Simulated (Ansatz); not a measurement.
Compare A (`[SiH3]C1B[SiH2]1`) with its isomer B (`BC1[SiH2][SiH2]1`).

Computed with Ansatz on PBE0-D4/def2-TZVP structures; ΔE is electronic, products minus reactants. CCSD(T)/CBS adds triple-zeta CCSD(T) − MP2 to the extrapolated MP2 energy (def2 sets, frozen cores). DFT in def2-TZVPP. B3LYP here is the variant with VWN-RPA as its local correlation; programs differ in this.

A:

Z-matrix (Å, degrees):
```
Si
C 1 1.871
H 1 1.486 2 110.4
H 1 1.488 2 109.4 3 119.5
H 1 1.485 2 110.7 3 -121.2
B 2 1.510 1 118.3 3 153.6
Si 2 1.919 1 104.4 3 81.5
H 2 1.093 1 106.9 3 -64.3
H 6 1.187 2 137.5 1 108.3
H 7 1.481 2 111.5 1 -6.4
H 7 1.484 2 119.5 1 -139.5
```

B:

```xyz
11

B     1.116   -0.964   -0.606
C     0.576    0.426   -0.374
Si   -0.113    0.918    1.303
Si   -1.312   -0.136   -0.263
H     1.634   -1.260   -1.645
H     0.988   -1.810    0.240
H     0.750    1.190   -1.129
H    -0.348    2.366    1.497
H     0.446    0.233    2.488
H    -1.570   -1.592   -0.313
H    -2.168    0.629   -1.198
```

Question: Which isomer does CCSD(T)/CBS put lower? Give the gap. (An estimate is asked.)

Answer: Ansatz gave: B, by 12.0 kcal/mol.

Question: Give E(B) − E(A) in kcal/mol with PBE-D4, BLYP-D4, B3LYP-D4, PBE0-D4, MP2/def2-TZVPP, CCSD/def2-TZVPP, B3LYP. (Best estimate.)

Answer: Computed: PBE-D4 -13.4, BLYP-D4 -12.3, B3LYP-D4 -12.3, PBE0-D4 -13.2, MP2/def2-TZVPP -12.4, CCSD/def2-TZVPP -11.8, B3LYP -12.1. None reverses the order clearly.

Question: Does the order hold for the free energy at 298.15 K (harmonic terms from PBE0-D4)? (Estimate.)

Answer: Ansatz gave: Yes: G(B) − G(A) = -10.9 kcal/mol.

Largest T1 diagnostic: 0.014.

In def2-TZVPP, CCSD(T) changes the Hartree–Fock value by −1.2 kcal/mol (the triples alone add −0.3 kcal/mol) and MP2 by −1.5 kcal/mol. Leaving LDA and LC-ωPBE aside and taking each functional with its dispersion term where it has one, the values, not all of them listed here, spread over 1.6 kcal/mol, from PBE-D4 to ωB97M-V.
